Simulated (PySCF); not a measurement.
Input file for PySCF: R-M06-2X/6-31G* on CHN (SMILES C#N).

```python
from pyscf import gto, scf, dft, mp
from pyscf.data.elements import chemcore

mol = gto.M(
    atom='''
    C     1.10801620   -0.16739859    1.03910764
    N     0.22939679    0.01627081    1.74955533
    H     1.92702125   -0.33863846    0.37684495
    ''',
    basis='6-31g*',
    cart=True,
    charge=0, spin=0, verbose=3, max_memory=1800)
mf = dft.RKS(mol, xc='m062x')
mf.conv_tol = 1e-8
mf.max_cycle = 100
mf.kernel()
if not mf.converged:
    mf = mf.newton().run(mf.mo_coeff, mf.mo_occ)
```

It printed:

```
converged SCF energy = -93.3837832169691
```

The run converged.

Cost: around 1.2 core-seconds (rough).
